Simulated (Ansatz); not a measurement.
## Energy profile

The step: SiHBrF₂ ([F][SiH]([F])[Br]) → SiF₂ + HBr; bonds formed: Br2–H3; bonds broken: Si1–Br2, Si1–H3 (atoms numbered as in the saddle structure below).

```
5
angstrom
Si -0.6765 0.1274 0.0884
Br 1.7934 -0.3782 -0.8711
H 0.1213 -0.1034 -1.2998
F -0.3958 1.4148 0.9633
F -0.8423 -1.0606 1.1193
```

Electronic energies by CCSD(T) at an estimated basis limit (MP2 extrapolated from triple and quadruple zeta, plus CCSD(T) − MP2 in triple zeta), on PBE0-D4/def2-TZVP structures; SiHBrF2, closed shell; no counterpoise correction. Computed with Ansatz 0.2.0 (basis: def2-TZVPP and def2-QZVPP); correlated methods freeze the cores. Filled d shells of the heavier atoms are correlated. The def2 sets are not built for correlating such inner shells, so the correlated values are less sure here. Extrapolation: Hartree–Fock as exp(−7.88 √X), correlation as X^−2.97.

Task: Give the profile in kJ/mol, counted from the start structure. (Judge from chemistry; the value comes from the calculation.)

Result: Computed:
```json
{"point": "start structure", "kJ/mol": "0.0"}
{"point": "saddle", "kJ/mol": "303.5"}
{"point": "end structure", "kJ/mol": "232.7"}
{"point": "separated: SiF2 (linked as [F][Si][F]; Si1, F4, F5; singlet) + HBr (Br2, H3; singlet)", "kJ/mol": "240.7"}
```

The T1 diagnostic stays at or below 0.015. The restricted Hartree–Fock reference is unstable towards an unrestricted one at one or more of these structures.

Losses and insertions of silylenes and their heavier kin drive the gas-phase chemistry of silicon and germanium vapour deposition.

For scale, one of the runs: CCSD(T)/def2-TZVPP, 166 basis functions, launched by `ansatz run in.yaml --threads 4 --pin off --events-out ev --progress --plain --max-ram 9574MiB`. Time: 39 s of wall clock on 4 CPU threads of an Arm Neoverse V1; the host was shared. Peak host memory: 1.4 GiB.
